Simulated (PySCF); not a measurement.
**Electron correlation in Bi(2+) (bismuth, charge +2)**

[Xe] 4f14 5d10 6s2 6p1, 2P determinant. All numbers are calculated (PySCF 2.14, scalar relativity through the core potential, in cc-pVDZ-PP with ECP60MDF (4s3p2d, 23 functions)). Frozen: 5s2 5p6 5d10; 3 electrons correlated.

MP2 pair energies summed by pair of shells (mhartree):

```csv
pair,energy,share (%)
6s-6s,-12.77,58.1
6s-6p,-9.19,41.9
```

Total MP2 correlation energy: -21.96 mhartree.

Same-spin part -1.69 and opposite-spin part -20.27 mhartree; SCS-MP2 scales them by 1/3 and 6/5 to -24.89 mhartree.

```tsv
level	correlation energy (mhartree)
CCSD	-31.21
(T)	-0.17
CCSD(T)	-31.38
```

Diagnostics: T1 = 0.0057, D1 = 0.0129, largest double amplitude 0.075.

Question: Is a single reference adequate?

Answer: Mostly. T1 lies below 0.03, but a double amplitude of this size points to a near-degeneracy that CCSD handles and MP2 describes poorly.
